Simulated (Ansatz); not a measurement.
C3H7BSi (`B[SiH](C)C#C`). The species carries charge 0 and has multiplicity 1. The structure was optimised at the PBE0-D4/def2-TZVP level.

```xyz
12

B     1.829   -0.915   -0.320
Si    0.007   -0.380    0.337
C    -1.358   -0.602   -0.926
C    -0.023    1.344    0.958
C    -0.031    2.490    1.337
H     1.952   -1.879   -1.021
H     2.824   -0.339    0.005
H    -0.248   -1.276    1.508
H    -2.329   -0.357   -0.491
H    -1.385   -1.636   -1.278
H    -1.199    0.050   -1.788
H    -0.040    3.500    1.677
```

Q: What is the dipole moment at r2SCAN/def2-TZVPP? (An estimate is asked.)

A: The calculation gave: 0.72 D, with components (-0.35, 0.11, -0.62) D in this frame, pointing from negative to positive charge.

Q: And with PBE, B3LYP, ωB97M-V? (An estimate is asked.)

A: Ansatz gave: PBE 0.73 D, B3LYP 0.68 D, ωB97M-V 0.68 D.

Q: Give the Mulliken charges with r2SCAN, PBE, ωB97M-V in def2-TZVPP. (An estimate is asked.)

A: Computed: 
| atom | r2SCAN | PBE | ωB97M-V |
| --- | --- | --- | --- |
| B1 | -0.04 | -0.05 | -0.16 |
| Si2 | 0.37 | 0.22 | 0.27 |
| C3 | -0.30 | -0.37 | -0.44 |
| C4 | -0.37 | -0.34 | -0.39 |
| C5 | -0.07 | 0.00 | -0.03 |
| H6 | 0.01 | 0.03 | 0.09 |
| H7 | 0.03 | 0.05 | 0.10 |
| H8 | -0.09 | -0.07 | -0.03 |
| H9 | 0.08 | 0.11 | 0.13 |
| H10 | 0.08 | 0.11 | 0.12 |
| H11 | 0.08 | 0.11 | 0.12 |
| H12 | 0.22 | 0.20 | 0.23 |

B3LYP here is the variant with VWN-RPA as its local correlation; programs differ in this.
